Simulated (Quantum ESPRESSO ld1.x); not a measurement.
Task: Species: Ne2+. Configuration: [He] 2s2 2p3 3p1 (not the ground configuration). Method: Dirac Kohn-Sham, relativistic LDA (MacDonald-Vosko exchange, VWN5 correlation), spin-unpolarised, spherical densities, point nucleus; open shells fill j = l - 1/2 first; computed with ld1.x of Quantum ESPRESSO 7.5. Some entries of the table are withheld. Estimate them.

orbital  occ.  eigenvalue (hartree)  <r^2> (bohr^2)
1s1/2       2                   (1)         0.03392
2s1/2       2                   (2)          0.7679
2p1/2       2              -2.55745             (3)
2p3/2       1              -2.55183             (4)
3s1/2       0              -0.77488           7.344
3p1/2       1                   (5)           8.975
3p3/2       0                   (6)           8.992
3d3/2       0              -0.40059             (7)
3d5/2       0              -0.40056             (8)

Result: 
(1) 1s1/2 eigenvalue (hartree): -32.9467
(2) 2s1/2 eigenvalue (hartree): -3.36988
(3) 2p1/2 <r^2> (bohr^2): 0.7232
(4) 2p3/2 <r^2> (bohr^2): 0.7257
(5) 3p1/2 eigenvalue (hartree): -0.60824
(6) 3p3/2 eigenvalue (hartree): -0.60761
(7) 3d3/2 <r^2> (bohr^2): 11.89
(8) 3d5/2 <r^2> (bohr^2): 11.89
